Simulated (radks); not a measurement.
Values are calculated unless marked as measured or tabulated.
Problem. The ytterbium ion Yb48+, 22 electrons, occupied as [Ar] 3d4. Code: a radial shooting solver on a logarithmic mesh with Libxc functionals. Model: scalar-relativistic Kohn-Sham, PBE, spin-unpolarised, spherical densities, point nucleus. Some entries of the table are withheld. Estimate them.

orbital  occ.  eigenvalue (Ry)  <r^2> (bohr^2)  <1/r> (bohr^-1)
1s          2        -4718.517             (1)            80.67
2s          2              (2)             (3)            18.92
2p          6              (4)        0.006608            17.35
3s          2        -360.3254         0.04838            7.380
3p          6        -333.3209         0.04763            6.909
3d          4        -304.6380         0.03779            6.559
4s          0        -184.0941          0.1761            3.783
4p          0        -173.3609          0.1813            3.592

Solution. 
(1) 1s <r^2> (bohr^2): 0.0005296
(2) 2s eigenvalue (Ry): -974.6611
(3) 2s <r^2> (bohr^2): 0.008104
(4) 2p eigenvalue (Ry): -885.1561
